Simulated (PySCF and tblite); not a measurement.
Values are calculated unless marked as measured or tabulated.
Stationary points of C5H12S2 at GFN2-xTB, in Å:

Structure A

```
 1 C     3.222   -0.250    1.145
 2 S     2.104   -1.349    0.210
 3 S     1.601   -0.202   -1.383
 4 C     0.121    0.694   -0.777
 5 C    -1.047   -0.235   -0.426
 6 C    -1.421   -0.095    1.048
 7 C    -2.252    0.049   -1.319
 8 H     2.674    0.620    1.495
 9 H     4.049    0.045    0.508
10 H     3.583   -0.829    1.989
11 H    -0.126    1.364   -1.599
12 H     0.434    1.293    0.077
13 H    -0.732   -1.271   -0.597
14 H    -0.575   -0.347    1.684
15 H    -2.240   -0.766    1.294
16 H    -1.734    0.925    1.268
17 H    -3.064   -0.636   -1.085
18 H    -2.607    1.067   -1.166
19 H    -1.990   -0.075   -2.367
```

Structure B

```
 1 C     3.381    0.321    1.368
 2 S     2.034   -0.911    1.397
 3 S     1.492   -0.999   -0.556
 4 C     0.139    0.236   -0.690
 5 C    -1.246   -0.372   -0.499
 6 C    -1.453   -0.839    0.939
 7 C    -2.307    0.657   -0.887
 8 H     2.992    1.282    1.046
 9 H     4.164   -0.021    0.700
10 H     3.752    0.387    2.385
11 H     0.244    0.647   -1.694
12 H     0.334    1.020    0.041
13 H    -1.331   -1.236   -1.167
14 H    -0.719   -1.593    1.212
15 H    -2.444   -1.271    1.054
16 H    -1.359   -0.002    1.628
17 H    -3.301    0.235   -0.765
18 H    -2.229    1.540   -0.256
19 H    -2.189    0.963   -1.924
```

Structure C

```
 1 C     3.467   -0.504    0.861
 2 S     2.152   -1.291   -0.131
 3 S     1.383    0.280   -1.155
 4 C     0.048    0.867   -0.045
 5 C    -1.080   -0.144    0.112
 6 C    -2.051    0.337    1.188
 7 C    -1.804   -0.358   -1.214
 8 H     3.027    0.189    1.572
 9 H     4.156    0.009    0.198
10 H     3.974   -1.307    1.385
11 H    -0.305    1.786   -0.513
12 H     0.503    1.109    0.916
13 H    -0.642   -1.097    0.433
14 H    -1.544    0.460    2.143
15 H    -2.853   -0.385    1.318
16 H    -2.490    1.292    0.904
17 H    -2.572   -1.119   -1.107
18 H    -2.274    0.567   -1.542
19 H    -1.104   -0.681   -1.982
```

Geometries: GFN2-xTB; energies: PBE0/pcSseg-1 + D3(BJ); zero-point and thermal terms from GFN2-xTB harmonic modes (soft modes blended into free rotors).

Question: Which structure is a saddle point, and along which motion?

Answer: A: one imaginary mode (54i cm⁻¹ at GFN2-xTB, mostly on C6, C7, C4), along the rotation about the C4–C5 bond (torsion S3–C4–C5–C6 from 172° to 68°, falling).

Question: Give their symmetry and energies above the lowest.

Answer: A C1, 3.4 kcal/mol; B C1, 1.1 kcal/mol; C C1, 0.0 kcal/mol.
